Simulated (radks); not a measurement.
Values are calculated unless marked as measured or tabulated.
Problem. Ionisation of the rhodium ion Rh3+, [Kr] 4d6, to Rh4+, [Kr] 4d5, under several functionals. Scalar-relativistic Kohn-Sham, spin-polarised, spherical densities, finite nucleus; open shells are filled with parallel spins first (spin-orbit coupling, left out, can overturn this in heavy ions); a radial shooting solver on a logarithmic mesh with Libxc functionals. Known Delta-SCF values: PW91 44.716 eV; PBEsol 44.599 eV; exchange-only LDA 42.927 eV. What does MS2 meta-GGA give, and what is its highest occupied eigenvalue?

Solution. 43.870 eV by Delta-SCF; the 4d eigenvalue is -37.040 eV. NIST: 42 eV (theoretical).
